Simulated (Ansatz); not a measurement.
Job for Ansatz (a quantum-chemistry and plane-wave program): R-r2SCAN/def2-TZVPPD on C2H10Si (a complex), monomers drawn apart or pushed together. Files ending in .json are basis or fitting sets from the Basis Set Exchange.

Ansatz 0.2 input:
```yaml
crystal:
  periodic: [false, false, false]
  atoms:
    - {symbol: Si, position_ang: [-0.01941855, 0.30518365, 0.28513973]}
    - {symbol: H, position_ang: [-1.49070414, 0.40063928, 0.41075647]}
    - {symbol: H, position_ang: [0.43566956, -1.01323627, 0.77953210]}
    - {symbol: H, position_ang: [0.61669308, 1.37665619, 1.08327955]}
    - {symbol: H, position_ang: [0.36471552, 0.45689561, -1.13688620]}
    - {symbol: C, position_ang: [-0.71622571, -0.30322904, 5.44747000]}
    - {symbol: C, position_ang: [0.76383874, -0.46295439, 5.78111965]}
    - {symbol: H, position_ang: [-1.05757644, -1.08683269, 4.76814718]}
    - {symbol: H, position_ang: [-0.91464772, 0.65841181, 4.97005206]}
    - {symbol: H, position_ang: [-1.33440137, -0.35641567, 6.34575896]}
    - {symbol: H, position_ang: [0.96075221, -1.42394193, 6.26030702]}
    - {symbol: H, position_ang: [1.10388799, 0.32084947, 6.46074434]}
    - {symbol: H, position_ang: [1.38159631, -0.41041632, 4.88284301]}
basis:
  gaussian:
    orbitals: def2-TZVPPD.json
hamiltonian:
  xc: {name: r2SCAN}
scf: {lower_state_search: off}
```

The log:

```
WARN ansatz: RAYON_NUM_THREADS=1 ignored (pool sized by the plan → 1); use --threads N
Functional definition: r2SCAN
these checks for a lower state are left out or cut short: stability, starts, cluster_reference, orbital_swaps, neighbouring_geometries, increment
integrals: 0.19 GiB planned
1243 factors; their error is unknown
mean field: 1.45 GiB planned
mean field evaluation 1: about -10103.7739 eV, gradient 6.3e1 eV
mean field evaluation 2: about -10096.5460 eV, gradient 8.0e1 eV
mean field evaluation 4: about -10113.2811 eV, gradient 1.4e0 eV
mean field evaluation 8: about -10113.2395 eV, gradient 7.0e-1 eV
mean field evaluation 16: about -10113.2400 eV, gradient 1.2e-5 eV
mean field -10113.24002466 eV, -371.6547159060 hartree, gradient 1.2e-6 eV, S^2 0.000000; 0 other end points of the search recorded, 0 dependent functions left out
reference -10113.24004082 eV, -371.6547164997 hartree; 18, 18 occupied and 274, 274 virtual orbitals, 1243 factors
Total energy: -10113.24004082 eV, -371.6547164997 hartree
Checks for a lower state left out: stability, starts, cluster_reference, orbital_swaps, neighbouring_geometries, increment
```

Self-consistency was reached.

Cost: about 4 core-seconds (a rough figure).
